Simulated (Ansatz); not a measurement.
Computed with Ansatz on PBE0-D4/def2-TZVP structures; ΔE is electronic, products minus reactants. CCSD(T)/CBS is the MP2 limit (def2-TZVPP, def2-QZVPP) plus CCSD(T) − MP2 in def2-TZVPP, frozen cores. DFT in def2-TZVPP. B3LYP here is the variant with VWN-RPA as its local correlation; programs differ in this. One conformer a species, not always the lowest.

Reaction (ligand exchange at the Al–C bond): `CC1=[C]([AlH2])N1` + `N[SiH2]F` → `F[SiH2][NH][AlH2]` + `CC1=CN1`

```
             level  ΔE (kJ/mol)  difference from CCSD(T)/CBS
          B3LYP-D4        -38.4                          6.8
              PBE0        -36.7                          8.5
             B3LYP        -37.5                          7.7
     HF/def2-TZVPP        -44.3                          0.9
    MP2/def2-TZVPP        -44.4                          0.8
SCS-MP2/def2-TZVPP        -46.3                         -1.1
CCSD(T)/def2-TZVPP        -45.7                         -0.5
     HF/def2-QZVPP        -45.1                          0.1
    MP2/def2-QZVPP        -44.4                          0.8
SCS-MP2/def2-QZVPP        -46.4                         -1.2
       CCSD(T)/CBS        -45.2                            0
```

Largest T1 diagnostic among the species: 0.013.

From PBE to PBE0 (25 % exact exchange), in def2-TZVPP and without D4, ΔE moves by −5.0 kJ/mol.
